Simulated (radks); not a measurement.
Excited configurations of Tl I: one electron is placed in a higher orbital outside [Hg]. The ground configuration is [Hg] 6p1. All-electron calculation, scalar-relativistic Kohn-Sham, PBE, spin-unpolarised, spherical densities, finite nucleus; Fermi nuclear charge, rms radius 5.4759 fm. Program: a radial shooting solver on a logarithmic mesh with Libxc functionals. Excitation = E - E(ground); binding = E(ion) - E, where the ion is the core of charge +1; n* = 1/sqrt(2 binding) in atomic units, and the quantum defect is n - n*.

outer orbital  excitation (eV)  binding (eV)     n*  quantum defect  eigenvalue (eV)  <r> (bohr)
5f                       4.258         0.911  3.865           1.135           -0.434       17.34
6d                       3.537         1.632  2.888           3.112           -0.713       9.874
6f                       4.540         0.629  4.650           1.350           -0.366       29.34
7s                       2.319         2.850  2.185           4.815           -1.643       7.567
7p                       3.245         1.924  2.659           4.341           -1.082       10.32
7d                       4.137         1.032  3.631           3.369           -0.572       18.53
7f                       4.714         0.455  5.469           1.531           -0.286       43.97

The Delta-SCF ionisation energy is 5.169 eV (NIST Atomic Spectra Database: 6.108 eV, measured). Self-interaction in the functional shifts the binding energies and quantum defects, so they are the method's values and not measured ones. Spin polarisation and multiplet splitting are left out, so open shells lie too high by an amount that depends on their filling. Spin-orbit splitting is averaged out at the scalar-relativistic level.

Beside tabulated values, note that spin-unpolarised runs miss the spin-polarisation part of the exchange energy of open shells, and scalar-relativistic runs lack spin-orbit coupling.
